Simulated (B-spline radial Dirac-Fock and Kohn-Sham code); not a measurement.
Ne³⁺: input and output of one calculation

ΔSCF core binding energies without Breit or QED terms, calculated with a radial B-spline solver. Keys: rel is the Hamiltonian (dirac, or spin-free x2c and nr, where L3 and M5 stand for the whole 2p and 3d shells), method is hf or an exchange,correlation pair (spin-unpolarised, also for the hole states), nuc the nuclear model, radius_factor scales its radius, rmax is the box in bohr, h the logarithmic mesh step, order the B-spline order, points the quadrature points per cell, c_factor scales the speed of light, and damp, ndamp, maxit and tol steer the iteration. The run stops when the commutator error falls below 10·tol·max(1, Z/10), or the numerical noise floor, and the energy has settled to about 1e-8 Ha; the virial ratio is −V/T.

Input (task.json):

```json
{"items": [{"Z": 10, "q": 3, "cfg": [[1, 0, 2], [2, 0, 2], [2, 1, 3]], "A": 20, "rrms": 3.0055, "do": "settings", "holes": ["K", "L3", "M5"],
  "settings": [{"rel": "dirac", "method": "hf", "nuc": "fermi", "radius_factor": 1.0, "rmax": 45.0, "h": 0.3, "order": 3, "points": 10, "c_factor": 1.0, "maxit": 54, "damp": 0.5, "ndamp": 3, "tol": 1e-08}]}]}
```

Command: `python xray2_run.py task.json out`

Ground-state iterations:

```
iter   energy (Ha)        error
   1     -121.41211684  4.78e-01
   2     -123.95154769  9.40e-02
   3     -124.02218560  3.83e-02
   4     -124.03487725  1.56e-02
   5     -124.03759258  2.84e-03
   6     -124.03766315  1.82e-04
   7     -124.03766336  1.40e-05
   8     -124.03766336  6.00e-07
```

The ground state converged in 8 iterations, with total energy -124.03766 Ha, virial ratio 1.99764 and highest orbital energy -94.87 eV. ΔSCF binding energies: K (1s) 963.8 eV. Holes are computed only in closed shells, and unreliable hole states are left out.

Q: One setting is unsound. Which, and why?

A: order is too low for an accurate radial basis. With the default settings (Dirac Hartree-Fock): The ground state converged in 9 iterations, with total energy -124.04541 Ha, virial ratio 1.99764 and highest orbital energy -94.86 eV. ΔSCF binding energies: K (1s) 963.8 eV. Holes are computed only in closed shells, and unreliable hole states are left out.
